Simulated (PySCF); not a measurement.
# One molecule, several mistakes: CGe2H8Si

All numbers below are calculated, not measured. They come from PySCF 2.14.0, an open-source quantum chemistry program, on an isolated molecule that a program drew, which may never have been made. The molecule is CGe2H8Si (charge 0, singlet), drawn as the SMILES string `[SiH3][C](=[GeH2])[GeH3]`.

Each row is a Hartree-Fock (HF) and frozen-core CCSD(T) single point in the cc-pV(D+d)Z basis, meant for a local HF minimum. Run 1 is clean. Each other run has one planted mistake out of seven kinds, and not every kind appears here: one electron removed, one electron added, multiplicity raised by two, geometry at a saddle point, minimal basis STO-3G, one bond length entered in bohr, all coordinates scaled. The reference is restricted for singlets and unrestricted otherwise, and also for a bond in bohr. Adding or removing an electron swaps singlet and doublet. Electrons count all cores. HOMO and LUMO are orbital energies over both spins, the gradient is its largest component, and the lowest frequency (negative if imaginary) is given only where the gradient is small. Bond lengths are over the 11 bonds as drawn. T1 is the CCSD diagnostic: over 0.02 (restricted) or 0.045 (unrestricted) a single reference is doubtful. Germanium has the cc-pVDZ-PP basis, with a core potential (ECP10MDF) in place of its 10 inner electrons, and its 3s, 3p and 3d shells are frozen in CCSD(T).

Geometry of the clean run:
```xyz
12
CGe2H8Si, angstrom
Si   -0.2439    0.1518    0.5467
C     0.3889    0.6251   -1.1361
Ge    1.4589   -0.4779   -2.0186
Ge   -0.1115    2.3271   -1.9454
H     0.1780    1.1325    1.5790
H    -1.7280    0.1076    0.5736
H     0.2704   -1.1856    0.9357
H     1.9059   -1.8271   -1.4748
H     2.0251   -0.1734   -3.3982
H     0.3316    3.4993   -1.0587
H    -1.6340    2.4170   -2.1207
H     0.5546    2.4670   -3.3211
```

| run | electrons | basis functions | <S^2> | HOMO (eV) | LUMO (eV) | gradient (hartree/bohr) | lowest frequency (cm^-1) | mean bond (Å) | longest bond (Å) | T1 | HF (hartree) | CCSD(T) (hartree) | mistake |
|---|---|---|---|---|---|---|---|---|---|---|---|---|---|
| 1 | 92 | 123 | 0.000 | -8.72 | 1.39 | 2.4e-05 | 107 | 1.6077 | 1.950 | 0.0139 | -918.15001 | -918.67335 | no fault |
| 2 | 92 | 123 | 0.994 | -8.40 | 1.54 | 1.1e-02 | - | 1.7278 | 2.806 | 0.0588 | -918.03771 | -918.55229 | one bond length entered in bohr |
| 3 | 92 | 123 | 0.000 | -9.04 | 1.58 | 3.4e-02 | - | 1.5273 | 1.852 | 0.0127 | -918.11790 | -918.63317 | all coordinates scaled |
| 4 | 91 | 123 | 0.759 | -15.90 | -6.40 | 4.3e-02 | - | 1.6077 | 1.950 | 0.0209 | -917.88201 | -918.35879 | one electron removed |
| 5 | 93 | 123 | 0.769 | -0.29 | 7.67 | 4.3e-02 | - | 1.6077 | 1.950 | 0.0135 | -918.12894 | -918.65968 | one electron added |
| 6 | 92 | 123 | 2.028 | -6.36 | -0.02 | 7.4e-02 | - | 1.6077 | 1.950 | 0.0142 | -918.08582 | -918.57085 | ? |

**Which mistake was planted in run 6, and what did it cost?**

Electrons, basis and geometry are unchanged, and <S^2> is 2.028, beside S(S+1) = 2.00 for a multiplicity of 3. So the mistake is: multiplicity raised by two. Subtracting run 1 and multiplying by 627.51 kcal/mol a hartree, the energy moved by 40.3 kcal/mol in HF and 64.3 kcal/mol in CCSD(T).

Cautions from the logs. Run 2: T1 is over the limit, so its CCSD(T) energy is less reliable; run 5: the added electron raises the CCSD(T) energy, so it isn't bound in this basis.
